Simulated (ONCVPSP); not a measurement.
Pt: excitation energies, all-electron against ONCV

```
Element                 : platinum (Pt)
Generator               : ONCVPSP 4.0.1
Type                    : optimised norm-conserving Vanderbilt (ONCV)
Functional              : PBE
Relativity              : fully relativistic
Frozen core             : [Kr] 4d10 4f14
Valence charge          : 18
Reference configuration : 5s2 5p6 5d7 (charge +3)
Partial waves           : 5s: rc 1.45 bohr, ncon 5, nbas 9, qcut 7.9 1/bohr, 2 projectors, debl 3 Ha; 5p: rc 1.15 bohr, ncon 3, nbas 6, qcut 6.6 1/bohr, 1 projector; 5d: rc 1.55 bohr, ncon 4, nbas 7, qcut 5.8 1/bohr, 3 projectors, debl 0.8 Ha; f scattering state at 0.14 Ha: rc 1.45 bohr, ncon 4, nbas 8, qcut 7.3 1/bohr, 3 projectors, debl 0.5 Ha
Local potential         : polynomial inside 1.10 bohr (lpopt 5, dvloc0 1 Ha)
Core correction         : Teter function, fcfact 4, rcfact 1.35
```

Open shells are filled in proportion to 2j + 1.

In the s channel the program set the typed energies aside and used -5.025, 0.050 Ha. In the d channel the program set the typed energies aside and used -1.400, 0.250, 1.050 Ha (j = l + 1/2; the other j can differ).

Energies are relative to the spin-unpolarised reference configuration 5s2 5p6 5d7; without spin polarisation the order of configurations can differ from experiment.

```tsv
valence configuration	charge	ΔE all-electron (eV)	error AE − PS (meV)
5s2 5p6 5d9 6s1	0	-61.406	+5.1
5s2 5p6 5d8	+2	-32.214	-0.5
```

Question: What are ΔE and the potential's error for 5s2 5p5 5d9 6s1?

Answer: ΔE = 1.742 eV all-electron; the error (AE − PS) is -24 meV.

Question: What are ΔE and the potential's error for 5s2 5p6 5d9?

Answer: ΔE = -52.196 eV all-electron; the error (AE − PS) is -0.6 meV.

Levels in the configuration 5s2 5p6 5d9:

```
   level  all-electron (eV)  pseudo (eV)
5s j=1/2           -109.799     -109.805
5p j=3/2            -60.254      -60.249
5p j=1/2            -75.144      -75.142
5d j=5/2            -13.781      -13.781
5d j=3/2            -15.151      -15.152
```

Note: ghosts flagged at negative energy: f7/2 at -95.3 eV, d3/2 at -22570.3 eV, f5/2 at -96.9 eV (a further GHOST(-) flag falls on a real empty level of the atom); GHOST(+) flagged for s at 166.9 eV. A true bound ghost makes a file unfit for plane-wave use.
